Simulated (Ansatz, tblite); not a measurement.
Cost and result up the ladder for the cluster Ge8Ir⁻ (9 atoms). Total charge -1; singlet. Geometry: PBE-D4/def2-SVP.

Cartesian coordinates in Å:
```
Ir -0.565 0.773 -0.622
Ge 1.687 1.551 0.600
Ge 1.315 -0.533 -1.466
Ge -2.380 -0.474 0.944
Ge 2.396 -0.958 0.871
Ge -0.280 -2.271 -0.014
Ge -2.007 -0.995 -1.546
Ge -0.181 3.083 -0.459
Ge 0.015 -0.177 1.692
```

Ansatz on 6 threads of Intel Xeon on a shared host; xTB runs through tblite on one thread. Times are rough, summed over both states, and most runs start from the orbitals of an earlier one. No level here is sound enough to serve as a yardstick. The other state is a quintet at its own geometry, which has other bonds, so the gap mixes isomer and spin.

In the def2 sets Ir takes a core potential; there is no spin–orbit coupling. The xTB rows come from tblite. The structure comes from a short search, and lower isomers may exist.

xTB has no spin-polarisation term.

```tsv
level	functions	quintet − singlet (eV)
GFN1-xTB	81	1.83
r2SCAN-D4/def2-SVP	288	1.33
PBE-D4/def2-SVP	288	1.38
GFN2-xTB	81	1.52
```

(1) Estimate how long each takes.

Answers

(1) GFN1-xTB 0.17 s; GFN2-xTB 0.36 s; PBE-D4/def2-SVP 28 s; r2SCAN-D4/def2-SVP 84 s. On shared hardware such times vary by a factor of up to 3.
